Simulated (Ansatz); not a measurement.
Basis-set series for `[NH2][Cd][Cl]`. The species carries charge 0 and has multiplicity 1. Cd takes the def2 core potential. The geometry is a stationary point of PBE0-D4/def2-TZVP. It is one conformer, not always the lowest.

| functional | basis | functions | energy (Eh) | HOMO (eV) | LUMO (eV) |
| --- | --- | --- | --- | --- | --- |
| PBE0-D4 | def2-SVP | 73 | -683.51544 | -7.09 | -1.14 |
| PBE0-D4 | def2-QZVPP | 275 | -683.80926 | -7.45 | -1.43 |
| ωB97M-V | def2-SVP | 73 | -683.62357 | -9.36 | 0.63 |
| ωB97M-V | def2-QZVPP | 275 | -683.91998 | -9.77 | 0.03 |

(1) Give the rows for def2-TZVPP. (Estimate.)

## Answers

(1) The calculation gave: 
```csv
functional,basis,functions,energy (Eh),HOMO (eV),LUMO (eV)
PBE0-D4,def2-TZVPP,157,-683.78735,-7.39,-1.34
ωB97M-V,def2-TZVPP,157,-683.89871,-9.70,0.34
```

Positive LUMOs are unbound and depend on the basis.

Program: Ansatz 0.2.0.
